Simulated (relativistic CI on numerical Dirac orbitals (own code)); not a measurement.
Method of calculation: Dirac-Coulomb-Breit CI, orbitals from a KLI potential per configuration, model QED (radiative potential, 1s self-energy scaled to tabulated hydrogen-like ionisation energies), unscaled Slater integrals (own radial code, finite nucleus).

The strongest absorption lines from the ground level of an ion, among the configurations computed and to levels below about 260 eV (vacuum wavelength in Å, gf): 47.975 (0.16), 50.998 (0.046), 57.011 (0.24), 58.909 (0.31), 59.697 (0.31), 60.052 (0.17), 61.154 (0.22), 63.319 (0.12).

Problem. Which ion is it?
A. Tl⁴⁰⁺
B. Pt³⁵⁺
C. Pt³⁷⁺
D. Hf³¹⁺

Solution. C. Pt³⁷⁺ has 41 electrons and the ground level 4s²4p⁶4d⁵ ⁴P5/2; the strongest line goes to 4s²4p⁵4d⁶ ⁴P°3/2. The pattern of lines fixes the number of electrons, and along that sequence the line energies rise steadily with the charge (about as its square where n changes within one kind of shell, about linearly where n is kept but much faster in heavy ions where fine structure, which grows about as Z⁴, sets the gap, and irregularly where shells cross), which fixes Z. Configurations outside the model, such as inner-shell arrays, can give stronger lines. At this charge energies of transitions that change n are usually good to better than 1 %, and those within a shell (Δn = 0) to a few per cent. Terms inside the open d or f shell come out 10 to 20 % too wide with unscaled integrals.

LS names give the leading component of a level, which can be under half, so a name can repeat, a term be missing and a line seem to break the LS rules.
